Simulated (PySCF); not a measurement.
Potential energy surface of Cl2Ge, singlet: symmetric bend, bond length relaxed. Scanned: Cl-Ge-Cl angle. Other coordinates (Ge-Cl bond length) were minimised at B3LYP/def2-TZVP.

Levels: M06-2X/cc-pVDZ (PySCF); r2SCAN/cc-pVDZ (PySCF); wB97X-V/cc-pVDZ (PySCF).

Energies relative to the lowest point of each profile, in kJ/mol:

```json
[
 {"a / °": "180", "M06-2X": "176.1", "r2SCAN": "156.1"},
 {"a / °": "170", "M06-2X": "168.2", "r2SCAN": "149.6"},
 {"a / °": "160", "M06-2X": "147.1", "r2SCAN": "131.8"},
 {"a / °": "150", "M06-2X": "118.0", "r2SCAN": "106.6"},
 {"a / °": "140", "M06-2X": "85.8", "r2SCAN": "78.0"},
 {"a / °": "130", "M06-2X": "54.4", "r2SCAN": "49.6"},
 {"a / °": "120", "M06-2X": "27.4", "r2SCAN": "24.7"},
 {"a / °": "110", "M06-2X": "8.0", "r2SCAN": "6.9"},
 {"a / °": "100", "M06-2X": "0.0", "r2SCAN": "0.0"},
 {"a / °": "90", "M06-2X": "8.9", "r2SCAN": "9.9"},
 {"a / °": "80", "M06-2X": "44.7", "r2SCAN": "46.9"}
]
```

Problem. What does wB97X-V give at the same points?

Solution. 180: 172.9; 170: 165.9; 160: 146.6; 150: 118.9; 140: 87.3; 130: 55.8; 120: 28.2; 110: 8.2; 100: 0.0; 90: 9.4; 80: 47.0 (kJ/mol).
